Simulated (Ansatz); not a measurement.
`FC([SiH3])Cl` + `[SH][AlH][SH]` → `[SiH3][S][AlH][SH]` + `FCCl`  (ligand exchange at the Si–C bond)

Isolated molecules relaxed with PBE0-D4/def2-TZVP in Ansatz; ΔE leaves out vibrations. CBS: MP2 limit from def2 TZ/QZ plus the TZ coupled-cluster correction, frozen cores. This one scheme is used for every species. Functionals use def2-TZVPP. Each species was taken in one conformer, which may not be the lowest.

```json
{"level": "r2SCAN0-D4", "ΔE (kJ/mol)": "-87.0"}
{"level": "CAM-B3LYP-D4", "ΔE (kJ/mol)": "-78.2"}
{"level": "BLYP", "ΔE (kJ/mol)": "-71.0"}
{"level": "r2SCAN", "ΔE (kJ/mol)": "-82.4"}
```

(1) What does CCSD(T)/CBS give? (An estimate is asked.)

Largest T1 diagnostic among the species: 0.012.

## Answers

(1) Ansatz gave: -83.4 kJ/mol. The listed levels differ from it by -3.6, 5.2, 12.4, 1.0 kJ/mol.

Leaving LDA and LC-ωPBE aside and taking each functional with its dispersion term where it has one, the values, not all of them listed here, spread over 11.1 kJ/mol, from PBE-QIDH to BLYP-D4. From PBE to PBE0 (25 % exact exchange), in def2-TZVPP and without D4, ΔE moves by −5.0 kJ/mol.
